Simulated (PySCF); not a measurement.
Ligands exchanged one at a time, B NH2-SH. Isolated molecules, 0 K electronic values unless said otherwise. One relaxed conformer stands for each flexible species; it need not be the lowest. Strings in code marks are SMILES.

The numbers are results of PBE-D3(BJ)/def2-TZVP // PBE0-D4/def2-TZVP run with PySCF, not measurements. All candidates: neutral, multiplicity 1. Excitations are Tamm–Dancoff values on a coarser integration grid. The basis has no diffuse functions, so Rydberg states are missing or too high.

| Property | Value |
|---|---|
| LUMO | -0.85 eV |
| HOMO | -5.96 eV |
| S1 excitation (TDA) | 5.20 eV |

Problem. Identify which member has these values.
A. `NB(S)S` (S–B–S–H torsion -180°, S–B–S–H torsion 0°)
B. `SB(S)S`
C. `NB(N)S` (N–B–S–H torsion 180°)

Solution. A, `NB(S)S` (S–B–S–H torsion -180°, S–B–S–H torsion 0°). The others give `SB(S)S`: -1.59 eV, -6.36 eV, 4.84 eV; `NB(N)S` (N–B–S–H torsion 180°): -0.39 eV, -5.55 eV, 5.27 eV
